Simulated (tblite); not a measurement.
Method: GFN2-xTB as coded in tblite; computed harmonic values from a numerical Hessian at the method's own geometry, unscaled. Errors from tens to a few hundred cm⁻¹ against measured bands are possible. Modes of hydrogen on silicon can be 10 to 20 % off. One conformer each. Open shells enter through the occupations alone, without spin polarisation, and single modes of such species can be off by tens of per cent. Thermal functions are those of the rigid rotor and harmonic oscillator, without mixing of conformers.

Problem. Order these by their zero-point energy, highest first (kJ/mol).
A. `[O][C@H](O)c1ccsc1` [radical]
B. `CNC[SiH2]C#N`
C. `C(=O)(NC[SiH3])[SiH2]N`
D. `CO[C@H](CCl)[SiH2]CCl`

Solution. D (343.3), C (312.6), B (275.9), A (225.4).

```
               SMILES  atoms  mass (u)  symmetry number  modes under 300 cm⁻¹  ZPE (kJ/mol)  S translation (J/(mol K))  S rotation  S vibration  S spin      S     Cp
CO[C@H](CCl)[SiH2]CCl     18    171.99                1                     9         343.3                      183.8       134.9        248.9     0.0  567.6  242.5
 N[SiH2]C(=O)NC[SiH3]     17    134.03                1                     7         312.6                      180.7       127.9        221.5     0.0  530.1  239.5
         CNC[SiH2]C#N     14    100.05                1                     6         275.9                      177.0       122.8        161.9     0.0  461.8  181.1
   [O][C@H](O)c1ccsc1     13    129.00                1                     3         225.4                      180.2       126.3        140.4     5.8  452.7  184.7
```

Entropies and Cp are for 500 K and 1 bar.
